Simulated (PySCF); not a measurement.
Fill in the blanks.

[Si5]2- (charge -2).
Bonds: Si1–Si2, Si1–Si3, Si1–Si4, Si2–Si3, Si2–Si4, Si2–Si5, Si3–Si4, Si3–Si5, Si4–Si5.

```tsv
property	level	value
point group	PBE0-D3(BJ)/def2-SVP	?
rotational constants A, B, C	PBE0-D3(BJ)/def2-SVP	2.709, 1.752, 1.748 GHz
HOMO energy	KT2/pcSseg-1	?
LUMO energy	KT2/pcSseg-1	?
isotropic shieldings of nuclei other than C and H, by class	GIAO KT2/pcSseg-1	-46 (Si1/Si5), 730 (Si2/Si3/Si4) ppm
```

Gas-phase values; electronic properties from PySCF, density fitting. One conformer (not necessarily the lowest) at the PBE0-D3(BJ)/def2-SVP geometry, without solvent, vibrations or thermal averaging. Whether so highly charged an anion holds all its electrons in the gas phase wasn't checked; a finite basis holds them in any case. No counter-ion or solvent screens the charge of this multiply charged ion. The geometry's basis has no diffuse functions, a weakness for an anion. The HOMO energy is positive, so at this level the finite basis confines the outermost electrons. No diffuse functions stand in pcSseg-1, which bears on an anion's orbital energies.

(1) Give the HOMO energy.

(2) What is the point group?

(3) What is the LUMO energy?

## Answers

(1) 3.81 eV.

(2) D3h.

(3) 6.42 eV.

The rotational constants are those of a prolate symmetric top; the small spread among constants that symmetry makes equal is optimisation noise. With B = h/(8π²I), that is 505.379 GHz u Å² over I, the principal moments of inertia are 186.5, 288.4 and 289.1 u Å² (most abundant isotopes); the inertial defect Ic − Ia − Ib is -185.8 u Å² (zero for a rigid planar frame, negative otherwise).
